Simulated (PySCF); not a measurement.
Compound: C6H9NO2.
Numbering: `[CH3:1][N:2]([CH3:3])[c:4]1[cH:5][cH:6][c:7]([OH:8])[o:9]1`

Cartesian coordinates in Å at the GFN2-xTB level; atoms count from 1:
```
atom  x, y, z in Å
C1    -2.0637   -0.8888    0.2845
N2    -1.1456    0.2273    0.2472
C3    -1.5565    1.3179   -0.6110
C4     0.1963   -0.1117    0.2158
C5     0.8589   -1.2490    0.5678
C6     2.2514   -0.9714    0.4181
C7     2.3272    0.3074   -0.0153
O8     3.3898    1.0812   -0.3242
O9     1.0876    0.8536   -0.1500
H10   -3.0704   -0.5029    0.4360
H11   -2.0471   -1.4818   -0.6395
H12   -1.8082   -1.5343    1.1220
H13   -2.5510    1.6439   -0.3075
H14   -0.8628    2.1465   -0.4896
H15   -1.5857    1.0318   -1.6707
H16    0.4393   -2.1751    0.8983
H17    3.0686   -1.6339    0.6062
H18    3.0634    1.9457   -0.5999
```

NICS = −σ at a ghost point: NICS(0) at the centroid of the ring atoms, NICS(1) 1 Å to either side along the normal of their mean plane, zz for the tensor component along that normal. Level: GIAO PBE0/pcSseg-1 (PySCF, non-relativistic, gas phase) on the GFN2-xTB geometry, one conformer.

Ring bond lengths (Å), with Mayer bond orders in brackets: C4–C5 1.363 (1.59), C5–C6 1.428 (1.19), C6–C7 1.352 (1.62), C7–O9 1.361 (1.03), O9–C4 1.364 (0.99).

**Question.** What do the NICS probes read (ppm)?

**Answer.** 
```
          ring                                               type  NICS(0)  NICS(1), two faces  NICS(1)zz, two faces  rms pucker (Å)  centre to ring atoms, mean (Å)
C4–C5–C6–C7–O9  5-membered ring with O; formal bonds all aromatic    -11.2         -7.9 / -7.5         -18.2 / -17.8            0.00                            1.17
```

**Question.** What can be read from them?

**Answer.** 
- C4–C5–C6–C7–O9: mean NICS(1)zz -18.0 ppm, shielded.

**Question.** What does the geometric index give? Use HOMA with the parameters of Krygowski (1993).

**Answer.** 
- C4–C5–C6–C7–O9: HOMA 0.22; the largest term is that of O9–C4, α(R − Ropt)² = 1.54.

**Question.** At the first NICS(1) probe listed for ring C4–C5–C6–C7–O9, 1 Å off the ring, how large is the induced field along the normal in 7.05 T applied along it?

**Answer.** NICSzz × B0 = -18.2 ppm × 7.05 T = -128 μT, against the applied field.

**Question.** How shielded are the nuclei of the rings and their hydrogens (means over atoms taken as equivalent)?

**Answer.** 
```json
{"atoms": "C4", "environment": "aromatic carbon bearing nitrogen", "σ isotropic (ppm)": "32.8", "principal values of the symmetric part, first atom (ppm)": "-38.3, 54.6, 82.2"}
{"atoms": "C5", "environment": "aromatic CH carbon", "σ isotropic (ppm)": "98.2", "principal values of the symmetric part, first atom (ppm)": "38.3, 95.9, 160.5"}
{"atoms": "C6", "environment": "aromatic CH carbon", "σ isotropic (ppm)": "100.7", "principal values of the symmetric part, first atom (ppm)": "46.4, 95.1, 160.7"}
{"atoms": "C7", "environment": "aromatic carbon bearing oxygen", "σ isotropic (ppm)": "28.5", "principal values of the symmetric part, first atom (ppm)": "-42.5, 57.6, 70.3"}
{"atoms": "O9", "environment": "furan-type oxygen", "σ isotropic (ppm)": "72.6", "principal values of the symmetric part, first atom (ppm)": "4.9, 41.7, 171.1"}
{"atoms": "H16", "environment": "aromatic hydrogen", "σ isotropic (ppm)": "26.60", "principal values of the symmetric part, first atom (ppm)": "22.7, 27.3, 29.8"}
{"atoms": "H17", "environment": "aromatic hydrogen", "σ isotropic (ppm)": "26.44", "principal values of the symmetric part, first atom (ppm)": "23.3, 26.7, 29.4"}
```
